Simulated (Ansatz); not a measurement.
Ansatz (a first-principles code) input (CCSD(T)/cc-pV(Q+d)Z):
A basis named .json is the Basis Set Exchange file of that set.

Ansatz 0.2 input:
```yaml
crystal:
  periodic: [false, false, false]
  atoms:
    - {symbol: Si, position_ang: [-0.08892631, 0.05043495, -0.00743511]}
    - {symbol: C, position_ang: [-1.82521193, -0.00233044, 0.23117985]}
    - {symbol: O, position_ang: [0.40772618, -1.13994118, -1.11204414]}
    - {symbol: O, position_ang: [0.76896280, 1.38012340, -0.59914443]}
    - {symbol: O, position_ang: [0.73345334, -0.20437095, 1.45651521]}
    - {symbol: H, position_ang: [-2.48671340, -0.07424337, -0.63122314]}
    - {symbol: H, position_ang: [-2.27347129, 0.54579499, 1.05888523]}
    - {symbol: H, position_ang: [-0.20972916, -1.87190554, -1.01652968]}
    - {symbol: H, position_ang: [1.71380428, 1.20010516, -0.64292450]}
    - {symbol: H, position_ang: [0.17121114, -0.77834826, 1.98619165]}
basis:
  gaussian:
    orbitals: cc-pV_Q+d_Z.json
total_charge: -1
magnetization: {spin_polarized: false}
correlation: {method: ccsd_t, electrons: outside_noble_gas}
```

Output:

```
Functional definition: HF
integrals: 7.96 GiB planned
2602 factors; integrals over basis functions are off by at most 9.8e-4 eV
3.47 GiB of device memory are held for the factors and their scratch space
mean field: 3.35 GiB planned
mean field evaluation 1: about -15086.6194 eV, gradient 4.4e1 eV
mean field evaluation 2: about -15086.7529 eV, gradient 4.4e1 eV
mean field evaluation 4: about -15090.7550 eV, gradient 3.7e0 eV
mean field evaluation 8: about -15090.8066 eV, gradient 3.3e-1 eV
mean field evaluation 16: about -15090.8072 eV, gradient 1.5e-6 eV
mean field -15090.80717760 eV, -554.5769348604 hartree, gradient 1.4e-6 eV, S^2 0.000000; 0 other end points of the search recorded, 0 dependent functions left out
9 core orbitals not correlated
reference -15090.80717760 eV, -554.5769348604 hartree; 16, 16 occupied and 409, 409 virtual orbitals, 2602 factors
second order -30.48465645 eV of doubles, -0.00000000 eV of singles
coupled cluster: 54.13 GiB planned
cycle   1  -29.95976176 eV  change    5.2e-1 eV  update   1.1e-1
cycle   2  -30.57952892 eV  change   -6.2e-1 eV  update   3.0e-2
cycle   3  -30.71250932 eV  change   -1.3e-1 eV  update   1.4e-2
cycle   4  -30.69347988 eV  change    1.9e-2 eV  update   3.4e-3
cycle   5  -30.69235593 eV  change    1.1e-3 eV  update   1.6e-3
cycle   6  -30.69327480 eV  change   -9.2e-4 eV  update   5.5e-4
cycle   7  -30.69293233 eV  change    3.4e-4 eV  update   2.4e-4
cycle   8  -30.69279970 eV  change    1.3e-4 eV  update   8.7e-5
cycle   9  -30.69284696 eV  change   -4.7e-5 eV  update   4.0e-5
cycle  10  -30.69285484 eV  change   -7.9e-6 eV  update   1.6e-5
perturbative correction -1.24923202 eV, -0.0459084300 hartree
Total energy: -15122.74926447 eV, -555.7507849015 hartree
```

It need not be the lowest isomer of its formula. Whether it binds its extra electron was not tested at this geometry.
